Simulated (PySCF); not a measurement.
**Unknown compound**

The spectra below were simulated for a compound C₆H₁₃N.

1H NMR (300 MHz, computed): δ 7.76 (d, 1H), 7.34 (d, 1H), 3.37 (s, 2H), 0.99 (s, 9H).

13C{1H} NMR (computed): δ 155.2 (CH2), 79.3 (CH2), 34.8 (C), 29.4 (CH3, 3C).

PySCF 2.14.0 with density-fitted response routines calculation with PBE0/pcSseg-1 with gauge-including orbitals and GFN2-xTB geometry; isolated molecule, relativity neglected, one computed conformer, one averaged value for each set of equivalent atoms.

δ = σ(ref) − σ, references computed at the same level: 1H and 13C vs TMS.

Choose the structure that fits.
A. C[C@@H](N)C1CCC1
B. C=NCC(C)(C)C
C. CC/C=N\CCC

Answers

B. 

1. Rings plus π bonds: 1 (no ring in the answer).
2. 4 carbon signals for 6 carbons: some carbons are equivalent by symmetry or fast rotation.
3. Carbon types of the structure: 1 × C, 2 × CH2, 3 × CH3, which accounts for all hydrogens.
4. δC 155.2: C=N carbon.
5. δC 79.3: sp3 CH2 bonded to N; deshielded by the electronegative neighbour.
6. δC 34.8: quaternary sp3 carbon; saturated and bonded to C and H only.
7. δC 29.4: methyl carbon; aliphatic region, no heteroatom directly attached.
8. δH 0.99: hydrogen on a methyl carbon; far from electronegative atoms and π systems.

The others: CC/C=N\CCC would give 6 carbon signals, not 4; C[C@@H](N)C1CCC1 would give 6 carbon signals, not 4.

Shifts are as computed. Against solution values, carbons near 30 ppm lie about +3 ppm off and those near 130 ppm about +5 ppm. Of 1211 compounds with measured shifts, 218 miss one by over three times the rms of a fit or turn the order of signals round; such compounds aren't used in these exercises. Multiplicities follow the n + 1 count of equivalent neighbours, as no J values were calculated; m marks all less simple cases, F and P coupling included.
